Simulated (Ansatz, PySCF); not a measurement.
Sn(H)2(Et)(OH) (C2H8OSn), SMILES [OH][SnH2][CH2]C.

The structure is a stationary point at B3LYP-D3(BJ)/def2-SVP. The structure was generated by enumeration; whether it is a known compound was not checked. The def2 effective core potentials stand for the cores of Sn; spin–orbit coupling is left out. The values are those of a single conformer.

Vertical ionisation energy (IE) and electron affinity (EA) in eV. Rows of orbital energies are one-electron estimates. Where ΔSCF, EOM or ADC give a negative EA the extra electron is unbound and the value depends on the basis.

```
level                                                                  IE     EA
-------------------------------------------------------------------  ----  -----
−ε(HOMO), −ε(LUMO), PBE0/def2-TZVP (PySCF)                           7.91   0.33
−ε(HOMO), −ε(LUMO), PBE/def2-TZVP (PySCF)                            6.36   1.12
ΔSCF, PBE0/def2-SVPD (Ansatz), final states of multiplicity 2 and 2  9.89  -1.03
ΔSCF, PBE/def2-SVPD (Ansatz), final states of multiplicity 2 and 2      …      …
```

Q: Fill in the missing entries. (Estimate from the structure and the level; the computed values follow.)

A: 
- ΔSCF, PBE/def2-SVPD (Ansatz, a first-principles code), final states of multiplicity 2 and 2, IE: 9.48
- ΔSCF, PBE/def2-SVPD (Ansatz), final states of multiplicity 2 and 2, EA: -0.90

Q: What vertical singlet–triplet gap does ΔSCF give with PBE0/def2-SVPD (Ansatz) and with PBE/def2-SVPD (Ansatz)? (Estimate from the structure and the level; the computed values follow.)

A: 5.65 and 5.30 eV (triplet above singlet where positive).
